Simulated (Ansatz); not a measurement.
System: GeBrCl, charge 0, singlet. GeBrCl (SMILES [Cl][Ge][Br]).
B3LYP-D3(BJ)/def2-TZVP minimum from Ansatz (a quantum-chemistry and plane-wave program):
```
Ge
Cl 1 2.2039
Br 1 2.3684 2 100.94
```

Total energies in def2-TZVPP, 18 correlated electrons, 33 frozen orbitals. Open shells are spin-unrestricted; no spin-orbit coupling. Correlated methods leave the cores frozen (noble-gas shells, and filled d and f shells in the p block). No relativity. Spin-orbit terms, left out, reach several kcal/mol for Br and I, and more for heavier atoms.

```
method    program  energy (Eh)  minus CCSDT(Q) (mEh)
--------  -------  -----------  --------------------
HF         Ansatz  -5107.38736                497.40
MP2        Ansatz  -5107.82430                 60.46
CCSD       Ansatz  -5107.86027                 24.49
CCSD(T)    Ansatz  -5107.88229                  2.47
CCSDT(Q)   Ansatz  -5107.88476                  0.00
```

Rough core times of Ansatz's runs on a shared machine: CCSD(T) under 20 s, CCSDT(Q) 30 min.
